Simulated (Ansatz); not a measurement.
Relaxation of a periodic cell of 13 atoms, Hf$_{12}$H (host Hf, host structure hcp, interstitial H), to a largest force component of 0.08 eV/Å in at most 25 steps.

Level of theory: Ansatz, DFT LDA, scalar-relativistic, plane waves, PAW. Settings: cutoff 420 eV, k mesh 3x2x3, fermi-dirac smearing 0.05 eV, no spin polarisation.

```xyz
13
Lattice="6.4000 0.0000 0.0000 -4.8000 8.3138 0.0000 0.0000 0.0000 5.0624" Properties=species:S:1:pos:R:3
Hf 0.000 0.000 0.000
Hf 0.000 1.848 2.531
Hf -1.600 2.771 0.000
Hf -1.600 4.619 2.531
Hf -3.200 5.543 0.000
Hf -3.200 7.390 2.531
Hf 3.200 0.000 0.000
Hf 3.200 1.848 2.531
Hf 1.600 2.771 0.000
Hf 1.600 4.619 2.531
Hf 0.000 5.543 0.000
Hf 0.000 7.390 2.531
H -1.628 6.450 3.869
```

Q: Where does it end, and by what steps?

A: The forces met the threshold. Limits of this set-up: coarse k mesh, odd electron count without spin, a small cell, in which the defect meets its images. After 4 steps the energy has fallen by 0.085 eV; Hf6 moved furthest, 0.09 Å.

```json
{"step": "0", "energy less start (eV)": "0.0000", "largest force component (eV/Å)": "0.402", "accepted": "yes"}
{"step": "1", "energy less start (eV)": "0.0964", "largest force component (eV/Å)": "1.015", "accepted": "no"}
{"step": "2", "energy less start (eV)": "-0.0785", "largest force component (eV/Å)": "0.165", "accepted": "yes"}
{"step": "3", "energy less start (eV)": "-0.0662", "largest force component (eV/Å)": "0.162", "accepted": "no"}
{"step": "4", "energy less start (eV)": "-0.0848", "largest force component (eV/Å)": "0.052", "accepted": "yes"}
```

```xyz
13
Lattice="6.4000 0.0000 0.0000 -4.8000 8.3138 0.0000 0.0000 0.0000 5.0624" Properties=species:S:1:pos:R:3
Hf -0.010 0.022 0.029
Hf -0.005 1.841 2.537
Hf -1.607 2.749 0.033
Hf -1.591 4.564 2.568
Hf -3.236 5.511 -0.010
Hf -3.268 7.429 2.578
Hf 3.187 0.045 -0.033
Hf 3.203 1.866 2.507
Hf 1.604 2.775 0.010
Hf 1.607 4.600 2.507
Hf 0.063 5.505 -0.044
Hf 0.037 7.427 2.543
H -1.613 6.456 3.832
```

Run time: 89 s on 4 threads of Arm Neoverse V2, with other jobs on the host, peak memory 1.6 GiB.
